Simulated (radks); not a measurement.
The numbers below are computed, except where a source is named.
Question: I-, configuration [Xe]. Code: a radial shooting solver on a logarithmic mesh with Libxc functionals. Model: scalar-relativistic Kohn-Sham, PBE, spin-polarised, spherical densities, finite nucleus; Fermi nuclear charge, rms radius 4.75 fm; hard spherical wall at 20 bohr. Some entries of the table are withheld. Estimate them.

orbital  occ.  eigenvalue (eV)  <r> (bohr)
1s          2        -32974.52     0.02722
2s          2        -5088.092      0.1172
2p          6        -4566.105      0.1025
3s          2              (1)      0.3141
3p          6        -851.4922      0.3121
3d         10        -598.1086      0.2886
4s          2        -172.7315      0.7400
4p          6        -119.7207      0.7920
4d         10         -42.4357      0.9217
5s          2          -9.9051       2.001
5p          6          -0.0740       2.709
6s          0              (2)       12.18
5d          0           2.9412         (3)
4f          0           3.4233       14.17

Answer: 
(1) 3s eigenvalue (eV): -1020.664
(2) 6s eigenvalue (eV): 2.3497
(3) 5d <r> (bohr): 13.56
